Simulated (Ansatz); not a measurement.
`[Cl][Ge]([Cl])([Cl])[I]` + H–F → `[F][Ge]([Cl])([Cl])[Cl]` + HI at 400 K and 1 bar (ligand exchange at a Ge–I bond).

Isolated molecules relaxed with PBE0-D4/def2-TZVP in Ansatz; ΔE leaves out vibrations. CCSD(T)/CBS is the MP2 limit (def2-TZVPP, def2-QZVPP) plus CCSD(T) − MP2 in def2-TZVPP, frozen cores. This one scheme is used for every species. def2 core potentials past Kr. For Ge, I outer-core shells are correlated without core-valence functions, which leaves a few kJ/mol of doubt a bond. Scalar relativity is left out up to krypton.

```
                  species  CCSD(T)/CBS energy (Eh)  H − E (kJ/mol)  S (J/(mol·K))
`[Cl][Ge]([Cl])([Cl])[I]`              -3753.05178            45.8          410.5
                      H–F               -100.39570            36.5          182.2
`[F][Ge]([Cl])([Cl])[Cl]`              -3555.40119            47.7          377.2
                       HI               -298.03592            25.7          215.0
```

H − E and S are ideal-gas, rigid-rotor, harmonic terms from PBE0-D4/def2-TZVP. 1 Eh = 2625.50 kJ/mol, R = 8.31446 J/(mol·K).

Task: By hand: ΔE, ΔH, ΔS and ΔG.

Result: ΔE = (-3555.40119) + (-298.03592) − (-3753.05178) − (-100.39570) = 0.01037 Eh = 27.2 kJ/mol. Δ(H − E) = 47.7 + 25.7 − 45.8 − 36.5 = -8.9, so ΔH = 18.3 kJ/mol. ΔS = 377.2 + 215.0 − 410.5 − 182.2 = -0.5 J/(mol·K). ΔG = 18.3 − 400 × (-0.5)/1000 = 18.5 kJ/mol.

Task: By hand: the equilibrium constant, and the temperature at which ΔG would vanish if ΔH and ΔS stayed fixed.

Result: log₁₀ K = −ΔG/(RT ln 10) = -2.4. ΔH and −TΔS have one sign here, so there is no such temperature.

The number of gas molecules stays the same, so ΔS is small and ΔH decides. A doubt of 5 kJ/mol in ΔE shifts log₁₀ K by 0.7 here. These are equilibria of isolated gas molecules and say nothing of rates. Largest T1 diagnostic: 0.010 (customary marks: 0.02 for closed shells, 0.045 for open ones).

ΔS is within the doubt of such terms, so its sign, and with it that verdict, could turn.
